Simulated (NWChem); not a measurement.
Species: C$_{2}$H$_{3}$F$_{2}$NSi; SMILES C(#N)C[SiH](F)F

```xyz
9

N     -0.2500    -2.9717    -0.2472
C      0.2355    -1.9772     0.1049
C      0.8146    -0.7003     0.5012
Si    -0.0516     0.7532    -0.3381
F     -1.5069     0.9364     0.3019
F      0.8078     2.0613     0.0090
H      0.7475    -0.5787     1.5899
H      1.8802    -0.6783     0.2382
H     -0.1641     0.5995    -1.7991
```
Atoms are numbered in this order, from 1.

All runs: NWChem. Structure relaxed at the B3LYP/6-31G* (spherical d) level. Total energies compare along this basis series because the functional is fixed.

```csv
level,basis functions,energy (Ha),highest occupied level (eV),orbital gap (eV),dipole (D)
B3LYP/cc-pVDZ,103,-622.0777,-8.86,8.96,2.73
B3LYP/aug-cc-pVDZ,169,-622.1150,?,?,2.97
B3LYP/cc-pVTZ,226,-622.2305,-9.03,8.87,2.96
```

### Question
Complete the blanks.

### Answer

- B3LYP/aug-cc-pVDZ, highest occupied level (eV): -9.12
- B3LYP/aug-cc-pVDZ, orbital gap (eV): 8.49
